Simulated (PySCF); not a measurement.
## Solvent effects on NMR parameters

Bonds (- single, = double, # triple, : aromatic): C1=C2, C2-Cl3, C2-C4, C4=C5, C5-Cl6, C5-C7, C7#C8, C8-C9, C9-C10. C1 carries H11, H12; C4 carries H13; C9 carries H14, H15; C10 carries H16, H17, H18. Stereochemistry as in C=C(Cl)/C=C(\Cl)C#CCC. H12 is cis to Cl3; H11 is trans to Cl3.

GIAO PBE0/pcSseg-1 in PySCF 2.14.0 with density-fitted response routines on one PBE0-D3(BJ)/def2-SVP conformer, non-relativistic, equivalent nuclei averaged. Solvents enter as an IEF-PCM continuum (benzene with ε = 2.3, dimethylsulfoxide with ε = 46.8) around the gas-phase geometry. Shifts are referred to TMS computed in the same medium.

Gas phase, δ in ppm: C2 148.9, C4 135.1, C1 128.1, C5 126.8, C8 104.8, C7 85.1, C9 15.9, C10 15.0, H13 6.34, H12 5.52, H11 5.49, H14/H15 2.35, H16/H17/H18 1.21. Dipole moment 3.35 D.

Question: How does each δ change in the continuum?

Answer: 
```tsv
atoms	environment	Δδ, benzene	Δδ, dimethylsulfoxide
C2	fully substituted alkene carbon	-1.0	-2.4
C4	alkene CH	+1.1	+2.9
C1	terminal =CH2 carbon	+2.9	+7.5
C5	fully substituted alkene carbon	-1.1	-2.9
C8	alkyne carbon	+2.1	+4.3
C7	alkyne carbon	-0.4	-0.7
C9	propargylic sp3 CH2	+0.2	+0.4
C10	methyl carbon	+0.1	+0.4
H13	hydrogen on an alkene CH	+0.16	+0.42
H12	hydrogen on a terminal =CH2 carbon	+0.17	+0.41
H11	hydrogen on a terminal =CH2 carbon	+0.22	+0.56
H14/H15	hydrogen on a propargylic sp3 CH2	+0.08	+0.20
H16/H17/H18	hydrogen on a methyl carbon	+0.02	+0.02
```

Changes are relative to the gas phase. The dipole moment becomes 3.84 D in benzene, 4.53 D in dimethylsulfoxide.

Question: Which nuclei move most (in ppm), and what does the model miss?

Answer: C1 (terminal =CH2 carbon, +7.5 ppm) in dimethylsulfoxide. A continuum only polarises the solute; specific hydrogen bonds, the anisotropy of aromatic solvents and changes of geometry or conformer are outside it.
